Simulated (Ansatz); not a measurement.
Species: C5H7Si, charge 0, multiplicity 2. It need not be the lowest isomer of its formula. 
Geometry from a B3LYP-D3(BJ)/def2-TZVP (Ansatz, an electronic-structure program) optimisation:
```
C
C 1 1.3540
H 2 1.0816 1 125.89
C 1 1.4612 2 105.07 3 -180.00
C 4 1.3284 1 114.77 2 0.00
H 5 1.0782 4 129.44 1 -180.00
C 2 1.5045 3 123.26 1 180.00
H 7 1.0963 2 111.57 3 -59.54
H 7 1.0963 8 106.57 2 -122.00
Si 1 1.8591 2 127.08 3 0.00
H 10 1.4811 1 108.45 2 0.00
H 10 1.4819 11 109.43 1 120.82
H 10 1.4819 11 109.43 12 118.36
```
Charge 0, spin multiplicity 2.

Total electronic energies in hartree. Valence correlation only, unless marked. UHF or UKS for open shells. No spin-orbit coupling. Non-relativistic. Basis-set limits of correlation are two-point, X^-3; Hartree-Fock from the larger set.

The UHF reference is spin-contaminated (<S^2> 0.49 over the pure value in the largest basis). 

```
level                                        program  energy (Eh)
------------------------------------  --------------  -----------
HF/cc-pV(D+d)Z                                Ansatz   -482.26761
revPBE-D4/def2-TZVPD                  Ansatz + dftd4   -484.10765
revPBE/def2-TZVPD                             Ansatz   -484.06948
r2SCAN-D3(BJ)/def2-TZVPD              Ansatz + dftd3   -484.04537
PBE0/def2-SVP                                 Ansatz   -483.51621
PBE0-D4/def2-TZVPD                    Ansatz + dftd4   -483.83339
PBE0/def2-QZVPP                               Ansatz   -483.84446
r2SCANh-D4/def2-TZVPD                 Ansatz + dftd4   -484.03544
HSE06-D3(BJ)/def2-TZVPD               Ansatz + dftd3   -483.81329
HSE06/def2-TZVPD                              Ansatz   -483.80515
LC-wPBE-D3(BJ)/def2-TZVPD             Ansatz + dftd3   -483.96218
wB97X-V/def2-TZVPD                            Ansatz   -484.08099
B2GP-PLYP-D3(BJ)/def2-TZVPD           Ansatz + dftd3   -483.80219
B2GP-PLYP-D4/def2-TZVPD               Ansatz + dftd4   -483.79924
B2PLYP-D3(BJ)/def2-TZVPD              Ansatz + dftd3   -483.88810
RPA@PBE/cc-pV(T+d)Z                           Ansatz   -483.75881
MP2/cc-pV(Q+d)Z                               Ansatz   -483.25515
MP2/CBS(cc-pV(T+d)Z,cc-pV(Q+d)Z)              Ansatz    -483.2966
CCSD/6-31G*                                   Ansatz   -482.96171
CCSD/CBS(cc-pV(T+d)Z,cc-pV(Q+d)Z)             Ansatz    -483.3522
CCSD(T)/cc-pwCVTZ                             Ansatz   -483.31566
CCSD(T)/cc-pV(Q+d)Z                           Ansatz   -483.36845
CCSD(T)/CBS(cc-pV(T+d)Z,cc-pV(Q+d)Z)          Ansatz    -483.4052
```

Totals of different functionals don't rank their quality; only differences between species are comparable.
